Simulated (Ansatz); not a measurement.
Geometry optimisation, Ansatz, RKS B3LYP/def2-SVP.

The input (input.yaml):

```yaml
crystal:
  periodic: [false, false, false]
  atoms:
    - { symbol: "N", position_ang: [-1.2502, -0.6097, 0.4302] }
    - { symbol: C, position_ang: [-0.057, -0.4573, 0.1333] }
    - { symbol: Se, position_ang: [1.2089, -0.3666, 1.5322] }
    - { symbol: Se, position_ang: [0.6036, -0.3593, -1.6992] }
    - { symbol: H, position_ang: [-2.0078, -0.6184, -0.343] }
    - { symbol: H, position_ang: [1.1278, 1.1796, 1.5742] }
    - { symbol: H, position_ang: [0.4359, 1.1637, -1.6734] }
basis:
  gaussian: { orbitals: def2-SVP }
hamiltonian:
  xc: b3lyp
relax:
  f_tol: 0.015
  max_steps: 40
```

Run as:

```bash
$ ansatz run input.yaml --threads 2 --pin off --max-ram 3072MiB --backend cpu --events-out ev --progress --plain --runs-dir out
```

Where does it end, and by what steps?

It converged. After 15 steps the energy has fallen by 0.654 eV; H6 moved furthest, 1.12 Å.

| step | energy less start (eV) | largest force component (eV/Å) | accepted |
| --- | --- | --- | --- |
| 0 | 0.0000 | 2.905 | yes |
| 1 | -0.1883 | 1.142 | yes |
| 2 | -0.1005 | 2.498 | no |
| 3 | -0.2870 | 0.874 | yes |
| 4 | -0.3354 | 0.697 | yes |
| 5 | -0.3777 | 0.676 | yes |
| 6 | -0.4217 | 1.004 | yes |
| 7 | -0.4676 | 1.202 | yes |
| 8 | -0.5962 | 0.248 | yes |
| 9 | -0.6398 | 0.123 | yes |
| 10 | -0.5605 | 0.647 | no |
| 11 | -0.6489 | 0.148 | yes |
| 12 | -0.6525 | 0.099 | yes |
| 13 | -0.6526 | 0.084 | yes |
| 14 | -0.6538 | 0.016 | yes |
| 15 | -0.6538 | 0.011 | yes |

```xyz
7
Properties=species:S:1:pos:R:3
N -1.399 -0.968 0.433
C -0.359 -0.304 0.186
Se 0.648 0.354 1.705
Se 0.299 0.070 -1.625
H -1.933 -1.224 -0.404
H 1.882 0.640 0.950
H 0.924 1.363 -1.290
```

Whether the end is a true minimum wasn't checked by a vibrational analysis.

The run took 54 s on 2 threads of Arm Neoverse V1, with other jobs on the host, peak memory 0.27 GiB.
